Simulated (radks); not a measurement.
The hafnium ion Hf2+ inside a hard spherical wall (all orbitals vanish at R), configuration held at [Xe] 4f14 5d2 and not refilled when levels cross. Calculated with a radial shooting solver on a logarithmic mesh with Libxc functionals: scalar-relativistic Kohn-Sham, LDA (Slater exchange, VWN5 correlation), spin-polarised, spherical densities, finite nucleus; open shells are filled with parallel spins first (spin-orbit coupling, left out, can overturn this in heavy ions); Fermi nuclear charge, rms radius 5.347 fm. Eigenvalues in eV for spin up, with the zero of energy where the potential of the charges vanishes at infinity; a dash marks a level that is unbound or too diffuse for the functional's potential to be trusted. A positive occupied level is held by the wall or, in an anion where self-interaction has pushed it up, behind a barrier. The pressure on the wall is -dE/dV.

R (bohr),E (hartree),kinetic (hartree),e(5s),e(5p),e(4f),"e(6s, empty)",e(5d),"e(6p, empty)",pressure (GPa)
free,-15066.3735,16498.222,-82.638,-51.292,-32.294,-18.261,-17.564,-12.439,0
20,-15066.3735,16498.222,-82.638,-51.292,-32.294,-18.261,-17.564,-12.439,< 0.0001
15,-15066.3735,16498.222,-82.638,-51.292,-32.294,-18.261,-17.564,-12.439,< 0.0001
12,-15066.3735,16498.222,-82.638,-51.292,-32.294,-18.261,-17.564,-12.438,< 0.0001
8,-15066.3734,16498.223,-82.630,-51.285,-32.286,-18.250,-17.557,-12.361,0.00632
7,-15066.3729,16498.228,-82.601,-51.257,-32.256,-18.198,-17.529,-12.155,0.0494
6,-15066.3702,16498.252,-82.480,-51.144,-32.131,-17.950,-17.405,-11.463,0.372
3,-15065.7493,16501.544,-76.422,-45.163,-25.186,6.508,-7.530,24.575,344
2,-15059.1747,16531.648,-50.305,-14.297,4.064,118.79,37.789,156.87,11800
